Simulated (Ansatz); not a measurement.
Match the barriers

Saddle point of AlH$_{3}$SOF$_{2}$, closed shell (AlHOF₂ ([OH][Al]([F])[F]) + H₂S → AlHSF₂ ([F][Al]([F])[SH]) + H₂O (still joined by a long Al–O bond); bonds formed: O2–H5; dative contacts that become bonds: Al1–S6; bonds broken: H5–S6; bonds weakened to dative contacts: Al1–O2), PBE0-D4/def2-TZVP structure:

Al1  (-0.520, 0.632, -0.295)
O2  (1.220, 0.220, -0.356)
F3  (-1.227, 0.644, -1.783)
F4  (-0.921, 1.785, 0.807)
H5  (0.726, -0.939, 0.161)
S6  (-0.614, -1.525, 0.692)
H7  (1.754, 0.221, -1.154)
H8  (-0.417, -1.038, 1.930)
(Å)

Ansatz 0.2.0; basis: def2-TZVPP, with def2-QZVPP for the basis limit; cores frozen in the correlated methods. Extrapolation: Hartree–Fock as exp(−7.88 √X), correlation as X^−2.97. Four methods, as single points on the PBE0-D4 structures, gave these electronic barriers from the start structure: 0.050, 0.351, 0.596, 0.908 eV.

Problem. The methods were, in alphabetical order, BHLYP-D4, HF, PBE0-D4, SPW92. Which gave which? (A judgement: the text doesn't fix the answer.)

Solution. By the calculation: SPW92 0.050; PBE0-D4 0.351; BHLYP-D4 0.596; HF 0.908 eV. For comparison, CCSD(T) at an estimated basis limit (MP2 extrapolated from triple and quadruple zeta, plus CCSD(T) − MP2 in triple zeta) gives 0.503 eV.

T1 diagnostic: at most 0.013.

Labels in which every atom is bracketed show which atoms are joined, not bond orders.

For scale, one of the runs: CCSD(T)/def2-TZVPP, 219 basis functions (an equivalent command: `ansatz run in.yaml --threads 4`). Hardware: 4 CPU threads, shared host. Wall time 89 s; peak host memory 3.4 GiB.
